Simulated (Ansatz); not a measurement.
An input meant for ZrS₃⁻ (charge -1, doublet; atoms displaced at random, 0.08 Å in each coordinate; with a point charge).

```yaml
crystal:
  periodic: [false, false, false]
  atoms:
    - {symbol: Zr, position_ang: [0.155936, 0.294431, -0.177884]}
    - {symbol: S, position_ang: [2.352731, 0.570944, 0.583212]}
    - {symbol: S, position_ang: [-1.726919, 0.748685, 1.171624]}
    - {symbol: S, position_ang: [-0.418068, -1.578034, -1.611989]}
basis:
  gaussian: {orbitals: STO-3G, point_charges: [{charge: 0.50, position_ang: [6.474, -0.273, -0.189]}]}
total_charge: -1
magnetization: {spin_polarized: true, initial_magnetization: 2}
hamiltonian: {xc: {name: RPBE}}
scf: {omitted_lower_state_checks: [starts]}
output: {forces: true}
```

```sh
$ ansatz run in.yaml --threads 4 --pin off --events-out ev --progress --plain --max-ram 3916MiB
```

(1) Predict how Ansatz answers.

Answers

(1) The input was rejected before any iteration. The number of unpaired electrons doesn't fit the electron count.
```
Error: a molecule whose nuclei and cores have a total charge of 88 cannot have a net charge of -1 together with 2 unpaired electrons
```
